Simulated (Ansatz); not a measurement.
Consider the redistribution: `C[SiH2]N[SiH3]` + `C[C](=S)[GeH3]` → `C[SiH2]C(C)=S` + `[SiH3][NH][GeH3]`.

Calculated with Ansatz (gas phase, PBE0-D4/def2-TZVP geometries, no zero-point term in ΔE). CBS: MP2 limit from def2 TZ/QZ plus the TZ coupled-cluster correction, frozen cores. Functionals use def2-TZVPP. B3LYP here is the variant with VWN-RPA as its local correlation; programs differ in this. For Ge outer-core shells are correlated without core-valence functions, which leaves a few kJ/mol of doubt a bond. Scalar relativity is left out up to krypton. Each species was taken in one conformer, which may not be the lowest.

```csv
level,ΔE (kcal/mol)
r2SCAN-D4,8.5
PBE0-D4,8.1
B2PLYP,8.7
r2SCAN,8.6
PBE0,8.3
B3LYP,8.9
HF/def2-TZVPP,8.5
MP2/def2-QZVPP,9.0
```

**Question.** What does CCSD(T)/CBS give? (An estimate is asked.)

**Answer.** The calculation gave: +8.9 kcal/mol. The listed levels differ from it by -0.4, -0.8, -0.2, -0.3, -0.6, 0.0, -0.4, 0.1 kcal/mol.

Largest T1 diagnostic among the species: 0.014.
